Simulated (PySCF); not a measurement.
Exercise with solution: oscillator strength and radiative lifetime

TiOCl2, SMILES [O]=[Ti]([Cl])[Cl], multiplicity 1.

The structure is a stationary point at TPSSh-D3(BJ)/def2-SVP. The spin state was assumed, not searched.

TDA-PBE/def2-SVPD in PySCF 2.14.0 puts the first singlet state with f over 0.02 at 4.37 eV (vertical), with the transition dipole (0.000, 0.000, -0.894) in atomic units.

Question: Find the oscillator strength, the wavelength and the radiative lifetime that this transition would have in vacuum if emission retraced absorption.

Answer: 
|μ|² = 0.7992 au, so |μ| = 2.27 D. ΔE = 4.37/27.211 = 0.1606 hartree. f = (2/3) ΔE |μ|² = 0.086 (the program prints 0.086).
λ = 1239.84/4.37 = 284 nm; ν = 35246 cm⁻¹.
Einstein's coefficient A = 0.6670 ν² f s⁻¹ (ν in cm⁻¹) = 7.1e7 s⁻¹, so τ = 1/A = 14 ns. This state is S9; the lower singlets have f = 0.002, 0.000, 0.002, 0.000, 0.015, 0.003, 0.000, 0.006. The figure is the radiative limit of this one transition; relaxation, internal conversion, crossing to triplets and a medium change what is measured.
